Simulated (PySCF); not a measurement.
## Radial density of Co (cobalt, neutral)

UHF, [Ar] 3d7 4s1 4p1, one real determinant (an excited configuration). Computed with PySCF 2.14 in aug-cc-pVDZ, with no relativity, point nucleus.

```
r (bohr)  4πr²ρ (e/bohr)  4πr²(ρα − ρβ)
0.000997          0.1581         0.0001
 0.00168          0.4312         0.0001
 0.00282           1.147         0.0004
 0.00474           2.925         0.0010
 0.00798           6.952         0.0023
  0.0134           14.68         0.0047
  0.0226           25.49         0.0077
  0.0380           32.39         0.0086
  0.0639           27.99         0.0093
   0.107           27.24         0.0501
   0.181           36.55         0.2596
   0.304           21.31         1.0793
   0.511           16.08         2.7100
   0.860           15.58         2.6323
    1.45           4.088         1.1831
    2.43           1.023         0.7746
    4.09          0.4036         0.3977
    6.88         0.05044         0.0504
    11.6       0.0005511         0.0006
```

⟨L²⟩ = 14.01 against 20 for a pure G term, so this real determinant mixes terms.
